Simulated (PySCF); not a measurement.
ZnHBr, SMILES [ZnH][Br].

Coordinates come from a B3LYP-D3(BJ)/def2-TZVP optimisation.

The numbers are results of C-PCM-B3LYP/def2-SVP in PySCF, not measurements.

The values are the electrostatic part of the solvation free energy, E(continuum) − E(gas) at the gas-phase geometry, in a cavity of scaled van der Waals radii (PySCF's table); cavitation and dispersion terms are not included. A continuum can't describe solvent molecules that bind to the metal. In vacuum the orbital gap is 7.10 eV. The dipole moment in vacuum is 1.76 D.

Computed values in water (ε = 78.36), diethylether (ε = 4.24), cyclohexanone (ε = 15.62):
```tsv
solvent	ε	ΔG(elec) (kcal/mol)	dipole (D)	gap (eV)
water	78.36	-14.1	2.51	7.76
diethylether	4.24	-10.3	2.32	7.58
cyclohexanone	15.62	-13.2	2.46	7.72
```
